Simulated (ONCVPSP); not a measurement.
**u(r) = r·R(r): atom against pseudo-atom (He)**

Columns: radius, all-electron u(r) and pseudo u(r) of the 1s shell (level -15.76 eV) of helium in the configuration 1s2; PBE, scalar-relativistic, ONCV scheme, ONCVPSP 4.0.1.

```
r (bohr)  all-electron  pseudo
   0.025        0.1142  0.0966
   0.050        0.2176  0.1915
   0.075        0.3102  0.2827
   0.100        0.3936  0.3690
   0.125        0.4681  0.4494
   0.150        0.5346  0.5228
   0.175        0.5938  0.5891
   0.200        0.6462  0.6477
   0.225        0.6924  0.6986
   0.250        0.7331  0.7422
   0.275        0.7685  0.7786
   0.300        0.7992  0.8087
   0.325        0.8257  0.8334
   0.350        0.8483  0.8537
   0.375        0.8672  0.8705
   0.400        0.8828  0.8845
   0.425        0.8956  0.8962
   0.450        0.9057  0.9058
   0.475        0.9133  0.9133
   0.500        0.9186  0.9186
   0.525        0.9220  0.9220
   0.550        0.9235  0.9235
   0.575        0.9234  0.9234
   0.600        0.9218  0.9217
   0.625        0.9187  0.9187
   0.650        0.9145  0.9145
```

Q: How many radial nodes do the two functions have?

A: The all-electron 1s function has n − l − 1 = 0; the pseudo-wave has 0.

Q: At about which radius was the pseudo-wave matched?

A: 0.50 bohr. The columns agree to 0.0005 from 0.45 bohr on; several derivatives are matched, so the curves merge somewhat inside the radius.

Q: Is the pseudo-wave norm-conserving?

A: Yes: the ONCV scheme keeps the norm inside the radius equal to the all-electron one, which fixes the energy derivative of the logarithmic derivative at the level.
